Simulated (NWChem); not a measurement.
System: C2H5ClSi; SMILES Cl/C=C\[SiH3]

```xyz
9

Si    -0.4284     1.6620     0.0000
C      1.0777     0.5395     0.0000
C      1.0317    -0.7943     0.0000
Cl    -0.4499    -1.6881     0.0000
H     -1.2652     1.4303     1.2155
H     -1.2652     1.4303    -1.2155
H      0.0450     3.0787     0.0000
H      2.0830     0.9767     0.0000
H      1.9108    -1.4452     0.0000
```
Atoms are numbered in this order, from 1.

Results from NWChem. Pople sets run with spherical d functions. Geometry: optimised at PBE0/def2-SVP. Vzz is the largest principal value of the second derivative of the potential at the nucleus (NWChem prints the opposite sign); η is the asymmetry. Non-relativistic.

```
level          Vzz Cl4 (a.u.)  η Cl4  relative time
-------------  --------------  -----  -------------
PBE/cc-pVTZ             3.272   0.16              9
PBE/6-31G*              3.348   0.14              1
B3LYP/6-31G*            3.399   0.13              1
B3LYP/cc-pVTZ           3.394   0.14              7
```

Relative times are rough (shared machine, one core).
